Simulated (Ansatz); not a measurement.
Cost and result for the atomization energy of C₂H₆BClO, SMILES `CCB(O)Cl` (11 atoms, 10 bonds).

```xyz
11

C    -1.336   -0.583   -0.152
C    -0.177    0.395   -0.313
B     1.103    0.121    0.554
O     2.354    0.471    0.184
Cl    0.975   -0.638    2.147
H    -1.665   -0.631    0.887
H    -2.191   -0.289   -0.765
H    -1.046   -1.594   -0.448
H    -0.514    1.405   -0.036
H     0.111    0.472   -1.369
H     2.384    0.871   -0.689
```

Total charge 0; spin multiplicity 1. The geometry is a stationary point of PBE0-D4/def2-TZVP. It is a higher conformer; a search finds a lower one. Program: Ansatz. All runs use 4 threads of a server CPU on a shared host. Times are those of one run each, without the atoms' runs, and a repeat can differ threefold. Electronic energies, without spin–orbit coupling; frozen cores. CCSD(T)/CBS adds CCSD(T) − MP2 in def2-TZVPP to the MP2 limit, and its time is that of the two runs behind it. T1 = 0.011. HSE06 is the plane-wave form, built on full-range PBE exchange.

CCSD(T)/CBS is a level of theory with its own doubt, some kJ/mol a heavy atom from the limit and from the frozen cores, so smaller differences don't rank the functionals.

```tsv
level	functions	wall time	atomization (kJ/mol)	difference from CCSD(T)/CBS	per bond
revPBE-D4/def2-TZVPP	250	1.1 s	4375.0	-11.8	-1.2
BLYP-D4/def2-TZVPP	250	1.2 s	4371.5	-15.3	-1.5
PBE-D4/def2-TZVPP (with forces)	250	1.4 s	4482.6	95.8	9.6
HSE06-D4/def2-TZVPP	250	1.8 s	4421.0	34.2	3.4
r2SCANh-D4/def2-TZVPP	250	2.5 s	4395.7	8.9	0.9
r2SCAN-D4/def2-TZVPP (with forces)	250	2.7 s	4418.6	31.8	3.2
CCSD(T)/def2-SVP	104	2.7 s	4212.0	-174.8	-17.5
PBE-QIDH/def2-TZVPP	250	3.4 s	4389.9	3.1	0.3
B97M-V/def2-TZVPP	250	3.5 s	4415.2	28.4	2.8
B2PLYP/def2-TZVPP	250	5.5 s	4351.8	-35.0	-3.5
MP2/def2-QZVPP	478	12 s	4434.3	47.5	4.8
CCSD(T)/def2-TZVPP	250	40 s	4288.3	-98.5	-9.8
CCSD(T)/CBS(def2)	–	52 s	4386.8	0.0	0.0
```

From PBE to PBE0 (25 % exact exchange), in def2-TZVPP and without D4, the atomization energy moves by −61.6 kJ/mol: exact exchange takes away binding that semilocal exchange gives to molecules. The D4 term adds +33.2 kJ/mol with B3LYP and +17.4 kJ/mol with PBE0; it sums over pairs of atoms, weighted by their polarisabilities, and B3LYP, whose exchange is more repulsive, gets the larger term. At CCSD(T), def2-SVP lies −174.8 kJ/mol from the extrapolated value and def2-TZVPP −98.5 kJ/mol: correlation converges slowly with the basis, and small sets miss more of it in the bonded molecule than in its fragments.

B3LYP here is the variant with VWN-RPA as its local correlation; programs differ in this.
